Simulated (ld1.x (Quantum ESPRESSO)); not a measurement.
Before and after: TM potential for hafnium

ld1.x (Quantum ESPRESSO) 7.5 input, shortened:

```
&input
   title='Hf', zed=72., rel=1, dft='PZ', iswitch=3,
   config='[Xe] 4f14 5d2 6s0.5 6p0'
 /
 &inputp
   pseudotype=2, tm=.true., lloc=0,
   nlcc=.false.
 /
3
5P  2  1   6.00   0.00  2.30  2.30  0.0
5D  3  2   2.00   0.00  2.60  2.60  0.0
6S  1  0   0.50   0.00  2.85  2.85  0.0
 &test
   configts(1)='5p6 5d2 6s0.5 6p0'
 /
```

Change: wave 5d (bound): rc 2.60 bohr becomes 5d (bound): rc 3.44 bohr.

Cutoffs: the cutoffs (Ry, on a coarse ladder) from which the occupation-weighted sum of valence levels, in a spherical-Bessel basis at the reference potential, stays within 10 and 1 mRy of its value at 400 Ry; they do not see the model core or the augmentation charge, which bear on the density cutoff. Errors are all-electron minus pseudo energies relative to the spin-unpolarised reference configuration.

How do hardness, ghosts and transferability respond?

The potential gets softer (25 Ry and 40 Ry → 21 Ry and 40 Ry); of the 9 tests that both files solve, the error grows in 4 and shrinks in 3 by more than 15 % and 0.3 meV (median size 67.6 → 95.8 meV); neither file shows a bound ghost. A larger radius leaves more room for a smooth pseudo-wave, so fewer plane waves are needed.

```csv
quantity,base,changed
"cutoff, loose",25 Ry,21 Ry
"cutoff, tight",40 Ry,40 Ry
loose cutoff by channel (10 mRy a level),"p 18 Ry, d 18 Ry, s 6 Ry","p 18 Ry, d 15 Ry, s 6 Ry"
bound ghosts,none,none
"error for 5p6 5d2 6s2 6p0, meV [ΔE -14.63 eV]",+8.6,+7.2
"error for 5p6 5d2 6s1 6p0, meV [ΔE -6.43 eV]",+2.9,+2.4
"error for 5p6 5d2 6s0 6p0, meV [ΔE 8.07 eV]",-1.5,-2.6
"error for 5p6 5d2.5 6s1.5 6p0, meV [ΔE -13.38 eV]",+6.1,+3.4
"error for 5p6 5d0 6s0 6p0, meV [ΔE 63.31 eV]",-68,+280
"error for 5p6 5d2 6s0 6p2, meV [ΔE -6.56 eV]",-992,-991
"error for 5p6 5d2 6s0 6p1, meV [ΔE -1.64 eV]",-701,-701
"error for 5p6 5d2 6s0.5 6p0 (spin-polarised), meV [ΔE -0.86 eV]",+124,+157
"error for 5p6 5d2 6s2 6p0 (spin-polarised), meV [ΔE -15.07 eV]",+79,+96
```
